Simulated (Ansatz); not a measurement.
Relaxation of Cl3F2HZr (7 atoms, charge 0, multiplicity 1), to a largest force component of 0.03 eV/Å in at most 50 steps.

Level of theory: RKS CAM-B3LYP/def2-SVP (Ansatz 0.2.0).

```xyz
7
Properties=species:S:1:pos:R:3
Zr 0.551 0.390 -0.399
F -0.696 0.483 2.512
Cl 1.861 0.089 -2.291
Cl -1.327 1.605 -1.035
F 0.081 -1.343 0.134
Cl 1.950 1.597 1.252
H 0.040 0.942 2.843
```

Where does it end, and by what steps?

The run converged. After 8 steps the energy has fallen by 0.377 eV; F2 moved furthest, 0.51 Å. Joined: Zr1–F2 (3.17 → 2.39 Å).

```tsv
step	energy less start (eV)	largest force component (eV/Å)	accepted
0	0.0000	1.226	yes
1	-0.1424	0.806	yes
2	-0.3034	0.359	yes
3	-0.3096	0.985	yes
4	-0.3676	0.163	yes
5	-0.3715	0.392	yes
6	-0.3737	0.092	yes
7	-0.3770	0.055	yes
8	-0.3771	0.030	yes
```

```xyz
7
Properties=species:S:1:pos:R:3
Zr 0.453 0.369 -0.135
F -0.570 0.535 2.021
Cl 1.780 0.206 -2.045
Cl -1.400 1.596 -0.864
F 0.091 -1.442 0.225
Cl 1.978 1.512 1.338
H 0.127 0.988 2.476
```

Whether the end is a true minimum wasn't checked by a vibrational analysis.

Time of the run: 46 s on 4 threads of Arm Neoverse N1, with other jobs on the host, peak memory 0.38 GiB.
